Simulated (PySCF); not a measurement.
## Correlation energy of Cr²⁺ (chromium, charge +2)

[Ar] 3d3 4s1, 4s spin antiparallel (an excited configuration). All numbers are calculated (PySCF 2.14, the non-relativistic Hamiltonian (point nucleus), in dyall-av2z (16s12p7d2f, 101 functions)). Frozen: [Ar]; 4 electrons correlated; the 25 highest virtual orbitals of each spin left out.

MP2 pair energies summed by pair of shells (mhartree):

```
 pair  energy  share (%)
3d-3d  -14.74       58.9
3d-4s  -10.31       41.1
```

Total MP2 correlation energy: -25.05 mhartree.

Same-spin part -14.74 and opposite-spin part -10.31 mhartree; SCS-MP2 scales them by 1/3 and 6/5 to -17.28 mhartree.
